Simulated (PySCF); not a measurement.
F2GeH4Si, SMILES F[SiH](F)[GeH3]. The structure is a stationary point at PBE-D3(BJ)/def2-SVP. This is a generated structure with no PubChem entry under its InChIKey; it may be hypothetical.

Computed with PBE-D3(BJ)/def2-SVP in PySCF.

Harmonic wavenumbers (cm⁻¹): 80, 122, 167, 286, 351, 446, 474, 745, 789, 794, 843, 845, 860, 930, 2081, 2096, 2101, 2187. Rotational constants (GHz): 6.042, 1.737, 1.464; symmetry number 1.

Q: Work out the zero-point energy and the ideal-gas rigid-rotor harmonic-oscillator thermochemistry at 298.15 K and 1 atm.

A: ZPE = ½ Σ hcν = ½ × 16197 cm⁻¹ = 23.16 kcal/mol. H − E(el) = 27.97 kcal/mol. Entropy in cal/(mol K): translation 40.78, rotation 27.44, vibration 14.93, total 83.15. G − E(el) = 3.18 kcal/mol. Cp = 23.96 cal/(mol K). Modes under 150 cm⁻¹ make the vibrational entropy uncertain.
